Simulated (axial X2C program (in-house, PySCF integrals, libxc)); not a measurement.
# Which molecule has these constants?

Computed with an axial X2C code built on PySCF integrals, spin-free (one-electron X2C) or two-component (2c: spin–orbit coupling with atomic mean-field Coulomb and Gaunt terms, which also bring small scalar terms), in Dyall basis sets with cores contracted in-house; open shells are unrestricted.

A two-component PBE0 calculation in a Dyall 3-zeta basis gave Re = 2.465 Å, ωe = 263.9 cm⁻¹, dipole magnitude 2.84 D, Ω = 1/2.

Task: Which molecule is it?
A. ZnGa
B. NiGa
C. CrGa
D. TiGa
E. GaBr

Result: D. The others have NiGa 2.357 Å and 231.4 cm⁻¹ (Ω = 5/2); ZnGa 2.671 Å and 125.4 cm⁻¹ (Ω = 1/2); GaBr 2.368 Å and 261.9 cm⁻¹ (Ω = 0); CrGa 2.698 Å and 168.9 cm⁻¹ (Ω = 5/2).

Each entry is the lowest single determinant of a limited PBE0 search at one distance. De goes to single-determinant-based atoms at the same level (for ions the charge split of lowest energy) and is withheld (n/a) where an atom does not fit its ground term or J level. Main or longest-lived isotopes. One determinant is a doubtful description, or other states lie close, for TiGa, NiGa, ZnGa, CrGa; these need not be ground states, and all values refer to the states named. With several unpaired electrons the Ω given is that of one determinant, not necessarily of the lowest component. The functionals have no current term, which raises determinants with orbital currents. Where the atoms have a lower orbital projection than the molecule, De at mean-field level may be about a tenth of an eV too small.
